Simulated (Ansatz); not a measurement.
`BO[SiH2]B`. Charge 0, multiplicity 1.

Cartesian coordinates in Å:
```
B -1.089 -0.748 1.720
O -0.116 -0.791 0.792
Si 0.668 0.404 -0.064
B 0.465 0.207 -2.045
H -1.547 0.312 2.066
H -1.478 -1.784 2.180
H 0.149 1.736 0.368
H 2.110 0.321 0.302
H 1.026 0.991 -2.755
H -0.188 -0.647 -2.564
```

(1) What are the harmonic wavenumbers in cm⁻¹ at PBE0-D4/def2-TZVP (Ansatz, finite differences of forces, unscaled)? (Best estimate.)

(2) Is this a minimum?

(3) Give the ideal-gas thermochemistry at 298.15 K and 1 bar (rigid rotor, harmonic oscillator; point group C1, symmetry number 1).

(4) Rotational constants (cm⁻¹)?

Answers

(1) Computed: 58, 156, 175, 217, 296, 391, 571, 658, 747, 755, 885, 914, 923, 1019, 1057, 1165, 1227, 1397, 2187, 2207, 2532, 2590, 2628, 2679.

(2) Yes, all 24 modes are real.

(3) Zero-point energy 164.1 kJ/mol; H(298) − E = 184.7 kJ/mol; entropy 334.0 J/(mol·K), of which translation 162.2, rotation 105.1, vibration 66.8; G(298) − E = 85.1 kJ/mol. Modes under 100 cm⁻¹ are hindered rotations or soft bends, so the harmonic entropy is rough.

(4) 0.523, 0.1116, 0.1007.
